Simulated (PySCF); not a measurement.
BeFGeH3, SMILES [F][Be][GeH3].

The structure is a stationary point at B3LYP-D3(BJ)/def2-TZVP.

These are PySCF 2.14.0 with TDA-B3LYP/def2-SVPD values and carry that method's errors.

Vertical excitations; the highest root listed may be one member of a degenerate set.  State labels are in the subgroup Cs.

| state | symmetry | energy (eV) | λ (nm) | f | main pairs |
|---|---|---|---|---|---|
| S1 | A' | 6.52 | 190 | 0.112 | HOMO→LUMO (degenerate set) |
| S2 | A" | 6.52 | 190 | 0.112 | HOMO→LUMO+1 (degenerate set) |
| S3 | A' | 6.79 | 183 | 0.215 | HOMO→LUMO+2 95 % |
| S4 | A" | 7.25 | 171 | 0.000 | HOMO−2→LUMO 50 %, HOMO−1→LUMO+1 50 % |
| S5 | A' | 7.48 | 166 | 0.008 | HOMO−2→LUMO+1, HOMO−1→LUMO, HOMO−1→LUMO+2 (degenerate set) |
| S6 | A" | 7.48 | 166 | 0.008 | HOMO−1→LUMO+1, HOMO−2→LUMO, HOMO−2→LUMO+2 (degenerate set) |
| S7 | A' | 7.83 | 158 | 0.124 | HOMO−1→LUMO 36 %, HOMO−2→LUMO+1 36 %, HOMO→LUMO+3 13 %, HOMO→LUMO+6 11 % |
| S8 | A" | 7.94 | 156 | 0.162 | HOMO−2→LUMO+2 (degenerate set) |
| S9 | A' | 7.94 | 156 | 0.162 | HOMO−1→LUMO+2 (degenerate set) |
| S10 | A' | 8.11 | 153 | 0.106 | HOMO→LUMO+3 84 % |
| T1 | A' | 5.24 | 237 | 0 | HOMO→LUMO (degenerate set) |
| T2 | A" | 5.24 | 237 | 0 | HOMO→LUMO+1 (degenerate set) |
| T3 | A' | 6.16 | 201 | 0 | HOMO→LUMO+2 94 % |
| T4 | A' | 6.76 | 183 | 0 | HOMO−2→LUMO+1 46 %, HOMO−1→LUMO 46 % |
Triplets are in the Tamm–Dancoff approximation.
